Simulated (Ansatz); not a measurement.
`COBCN` + `OB([SiH3])Cl` → `COB([SiH3])Cl` + `NCBO`  (substitution at a C–O bond)

Computed with Ansatz on PBE0-D4/def2-TZVP structures; ΔE is electronic, products minus reactants. CCSD(T)/CBS is the MP2 limit (def2-TZVPP, def2-QZVPP) plus CCSD(T) − MP2 in def2-TZVPP, frozen cores. This one scheme is used for every species. Functionals use def2-TZVPP. Each species was taken in one conformer, which may not be the lowest.

```csv
level,ΔE (kcal/mol),difference from CCSD(T)/CBS
PBE-D4,-4.9,-0.8
r2SCAN-D4,-4.4,-0.3
PBE0-D4,-4.3,-0.2
PBE,-4.3,-0.2
r2SCAN,-4.3,-0.2
HF/def2-TZVPP,-0.8,3.3
SCS-MP2/def2-TZVPP,-3.8,0.3
HF/def2-QZVPP,-0.6,3.5
MP2/CBS(def2),-4.5,-0.4
CCSD/CBS(def2),-3.5,0.6
CCSD(T)/CBS,-4.1,0
```

Largest T1 diagnostic among the species: 0.013.

In def2-TZVPP, CCSD(T) changes the Hartree–Fock value by −3.4 kcal/mol (the triples alone add −0.7 kcal/mol) and MP2 by −3.8 kcal/mol. The D4 term adds −0.9 kcal/mol with B3LYP and −0.5 kcal/mol with PBE0; it sums over pairs of atoms, weighted by their polarisabilities, and B3LYP, whose exchange is more repulsive, gets the larger term.

B3LYP here is the variant with VWN-RPA as its local correlation; programs differ in this.
